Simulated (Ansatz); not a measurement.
Geometry optimisation, Ansatz 0.2.0, RKS BLYP/def2-SVP.

input.yaml

```yaml
crystal:
  periodic: [false, false, false]
  atoms:
    - { symbol: Al, position_ang: [-1.914811, -0.834871, 0.216464] }
    - { symbol: "N", position_ang: [-0.460588, -1.518422, 1.19169] }
    - { symbol: H, position_ang: [-1.989633, -1.248321, -1.315101] }
    - { symbol: H, position_ang: [-2.981283, 0.020818, 1.022437] }
    - { symbol: H, position_ang: [0.622516, 0.429787, 0.562868] }
    - { symbol: O, position_ang: [0.454747, 1.251619, 0.057962] }
    - { symbol: C, position_ang: [1.431953, 1.37115, -0.973421] }
    - { symbol: H, position_ang: [0.160819, -2.249241, 0.830648] }
    - { symbol: H, position_ang: [-0.41533, -1.500181, 2.215586] }
    - { symbol: H, position_ang: [2.453845, 1.567887, -0.570053] }
    - { symbol: H, position_ang: [1.150245, 2.236877, -1.605569] }
    - { symbol: H, position_ang: [1.487521, 0.472998, -1.63341] }
basis:
  gaussian: { orbitals: def2-SVP }
hamiltonian:
  xc: blyp
relax:
  f_tol: 0.03
  max_steps: 50
```

Run as:

```bash
$ ansatz run input.yaml --threads 2 --pin off --max-ram 3072MiB --backend cpu --events-out ev --progress --plain --runs-dir out
```

Where does it end, and by what steps?

The run converged. After 10 steps the energy has fallen by 0.591 eV; Al1 moved furthest, 0.72 Å. Joined: Al1–O6 (3.16 → 2.02 Å).

| step | energy less start (eV) | largest force component (eV/Å) | accepted |
| --- | --- | --- | --- |
| 0 | 0.0000 | 1.124 | yes |
| 1 | -0.1641 | 0.495 | yes |
| 2 | -0.3202 | 0.367 | yes |
| 3 | -0.5030 | 0.289 | yes |
| 4 | -0.5197 | 0.967 | yes |
| 5 | -0.5411 | 0.703 | yes |
| 6 | -0.5821 | 0.165 | yes |
| 7 | -0.5879 | 0.138 | yes |
| 8 | -0.5897 | 0.188 | yes |
| 9 | -0.5908 | 0.043 | yes |
| 10 | -0.5909 | 0.010 | yes |

```xyz
12
Properties=species:S:1:pos:R:3
Al -1.367 -0.380 0.089
N -0.271 -1.424 1.219
H -1.469 -0.907 -1.421
H -2.541 0.431 0.804
H 0.641 0.010 0.686
O 0.270 0.797 0.126
C 1.128 1.234 -0.948
H 0.066 -2.344 0.909
H -0.489 -1.504 2.220
H 2.062 1.662 -0.532
H 0.594 2.023 -1.510
H 1.375 0.403 -1.643
```

Whether the end is a true minimum wasn't checked by a vibrational analysis.

The run took 17 s on 2 threads of Intel(R) Xeon(R) Platinum 8488C (Sapphire Rapids) (shared host), peak memory 0.16 GiB.
